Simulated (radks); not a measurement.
Cd22+, configuration [Ne] 3s1.75 3p6 3d8 4d0.25 (fractional occupations, a model configuration).

All-electron calculation, Dirac Kohn-Sham, LDA (Slater exchange, Perdew-Zunger correlation), spin-unpolarised, spherical densities, finite nucleus; open shells fill j = l - 1/2 first; Fermi nuclear charge, rms radius 4.6087 fm. Program: a radial shooting solver on a logarithmic mesh with Libxc functionals.

Energy parts (Ry):
| part | energy |
|---|---|
| total | -10682.23330 |
| kinetic | 11218.27583 |
| electron-nucleus | -24458.32511 |
| Hartree | 2806.40274 |
| exchange-correlation | -248.58675 |

Orbitals (lengths in bohr, moments of r in powers of bohr; <r^-3> diverges for s and p1/2):
| orbital | occ. | eigenvalue (Ry) | <r^-3> |
|---|---|---|---|
| 1s1/2 | 2 | -2001.358 | - |
| 2s1/2 | 2 | -343.0281 | - |
| 2p1/2 | 2 | -323.5478 | - |
| 2p3/2 | 4 | -309.3463 | 3767 |
| 3s1/2 | 1.75 | -103.1446 | - |
| 3p1/2 | 2 | -95.43054 | - |
| 3p3/2 | 4 | -92.66721 | 747.1 |
| 3d3/2 | 4 | -79.32883 | 118.8 |
| 3d5/2 | 4 | -78.74182 | 111.7 |
| 4s1/2 | 0 | -47.34552 | - |
| 4p1/2 | 0 | -44.35017 | - |
| 4p3/2 | 0 | -43.51900 | 227.0 |
| 4d3/2 | 0.25 | -38.60910 | 34.97 |
| 4d5/2 | 0 | -38.43548 | 32.88 |
| 4f5/2 | 0 | -33.33460 | 6.771 |
| 4f7/2 | 0 | -33.29854 | 6.699 |
| 5d3/2 | 0 | -23.27053 | 16.00 |
| 5d5/2 | 0 | -23.19067 | 15.03 |

The highest occupied level is 4d3/2 at -525.30 eV. The configuration is held as typed, so some empty levels lie below it. The electron density at the nucleus is 1.581e+05 e/bohr^3. The density falls to 0.001 e/bohr^3 at r = 1.38 bohr.
